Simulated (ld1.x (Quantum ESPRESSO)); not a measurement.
# Pseudopotential generation for Er: TM, PBE, fully relativistic.

ld1.x (Quantum ESPRESSO) 7.5 input, shortened:

```
&input
   title='Er', zed=68., rel=2, dft='PBE', iswitch=3,
   config='[Xe] 4f12 5d0 6s0 6p0', rel_dist='average'
 /
 &inputp
   pseudotype=2, tm=.true., lloc=-1, rcloc=1.15,
   nlcc=.false.
 /
4
6S  1  0   0.00   0.00  2.35  2.35  0.0
6P  2  1   0.00   0.00  3.95  3.95  0.0
5D  3  2   0.00   0.00  2.00  2.00  0.0
4F  4  3  12.00   0.00  1.10  1.10  0.0
 &test
   configts(1)='4f12 5d0 6s0 6p0'
 /
```

Open shells are filled in proportion to 2j + 1 (rel_dist='average').

All-electron outer shells of the reference configuration (PBE, scalar-relativistic, ld1.x):

```json
{"shell": "5s", "level (eV)": "-66.32", "outermost node (bohr)": "0.60", "outermost maximum (bohr)": "1.11"}
{"shell": "5p", "level (eV)": "-40.77", "outermost node (bohr)": "0.65", "outermost maximum (bohr)": "1.28"}
{"shell": "4f", "level (eV)": "-17.44", "outermost node (bohr)": "–", "outermost maximum (bohr)": "0.51"}
{"shell": "6s", "level (eV)": "-14.88", "outermost node (bohr)": "1.50", "outermost maximum (bohr)": "2.98"}
{"shell": "5d", "level (eV)": "-13.48", "outermost node (bohr)": "0.73", "outermost maximum (bohr)": "1.88"}
{"shell": "6p", "level (eV)": "-10.30", "outermost node (bohr)": "1.80", "outermost maximum (bohr)": "3.69"}
```

What the tests gave:

* Cutoffs needed: 300 Ry and over 300 Ry (the cutoffs (Ry, on a coarse ladder) from which the occupation-weighted sum of valence levels, in a spherical-Bessel basis at the reference potential, stays within 10 and 1 mRy of its value at 400 Ry)
* Ghost test: ghost states, extra bound levels that the all-electron valence spectrum of the same l lacks: s at -207.5 eV, p3/2 at -154.0 eV, p1/2 at -149.6 eV, s at -31.4 eV, p3/2 at -2.53 eV; a true bound ghost makes a file unfit for plane-wave use (spherical-Bessel basis up to 400 Ry, 20 bohr box)
* Largest excitation error: -958 meV (all-electron minus pseudo) for 4f11 5d0 6s0 6p0, out of 7 test configurations

Generation and tests took about 4.6 s on one core of a shared server CPU.
